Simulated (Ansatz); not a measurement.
Li19⁺, relaxed as a singlet with RKS PBE/def2-SVP in Ansatz, starting from the GFN1-xTB geometry. Force threshold 0.02 eV/Å.

The restricted singlet is unstable towards broken spin symmetry in Hartree–Fock (as tested in another run); at PBE/def2-SVP this wasn't settled. The structure comes from a short search, and lower isomers may exist.

Start:

Cartesian coordinates in Å:
```
Li 0.574 0.449 2.923
Li 1.184 2.554 0.874
Li 1.696 0.163 -2.865
Li -2.784 1.131 0.022
Li -0.972 1.038 -2.674
Li -1.555 -3.055 -0.636
Li -2.091 0.061 2.690
Li -0.694 -2.186 1.899
Li -3.157 -1.423 0.750
Li -2.609 -0.895 -1.909
Li -0.008 -1.798 -2.461
Li 1.057 2.693 -2.010
Li 1.963 -1.925 2.048
Li -1.241 2.503 2.011
Li 2.937 0.512 1.674
Li -1.182 3.098 -0.656
Li 2.757 -1.200 -0.625
Li 1.054 -3.163 -0.228
Li 3.070 1.442 -0.826
```

```
step  energy (eV)  largest force component (eV/Å)  SCF passes
   1   -3867.8809                           0.673          29
   2   -3868.9934                           0.423          24
   3   -3869.7726                           0.278          23
   4   -3870.2583                           0.262          24
   5   -3870.5742                           0.216          24
   6   -3870.8010                           0.191          25
   7   -3870.9882                           0.164          27
   8   -3871.1374                           0.116          27
   9   -3871.2412                           0.074          27
  10   -3871.2978                           0.054          26
  11   -3871.3306                           0.039          26
  13   -3871.4294                           0.070          30
  15   -3871.6451                           0.109          31
  17   -3871.8994                           0.114          26
  19   -3872.1352                           0.084          25
  21   -3872.2764                           0.115          24
  23   -3872.3349                           0.014          24
  25   -3872.3513                           0.046          25
  27   -3872.3774                           0.129          25
  29   -3872.3884                           0.057          23
  31   -3872.3939                           0.013          25
```

Force components are those of the run's own axes.

End:

```xyz
19

Li    0.482    0.203    1.561
Li   -0.165    1.412   -0.824
Li    1.828    0.096   -2.223
Li   -2.245    1.023    1.124
Li   -0.706    1.184   -3.498
Li   -2.208   -3.451   -1.121
Li   -0.742    0.430    3.920
Li   -0.208   -1.396   -0.593
Li   -1.795   -1.910    1.574
Li   -2.552   -0.342   -1.556
Li   -0.096   -2.221   -3.132
Li    1.096    3.454   -2.102
Li    0.975   -2.188    2.812
Li   -0.062    3.089    1.589
Li    2.540    0.632    3.286
Li   -2.144    3.152   -1.292
Li    2.613   -1.242    0.490
Li    0.874   -3.788   -0.312
Li    2.514    1.862    0.297
```

Bonds lost: Li2–Li15, Li3–Li12, Li4–Li7, Li5–Li16, Li7–Li8, Li7–Li9, Li7–Li14, Li8–Li13 (atoms count from 1). Bonds formed: Li1–Li4, Li1–Li17, Li1–Li19, Li2–Li3, Li2–Li4, Li2–Li5, Li2–Li8, Li2–Li10 (atoms count from 1). Metal–metal contacts that move far: Li4–Li16 2.63 to 3.22 Å, Li6–Li18 2.64 to 3.20 Å, Li12–Li19 2.65 to 3.21 Å, Li17–Li18 2.63 to 3.19 Å, Li3–Li11 2.63 to 3.15 Å, Li5–Li12 2.70 to 3.22 Å.

The force fell under the threshold at step 23, but the optimiser went on and released 0.059 eV more. No frequencies were taken in this run, so the end may be a saddle point.

Hardware: 4 threads of Arm Neoverse V2 on a shared host. Wall time 2 min.
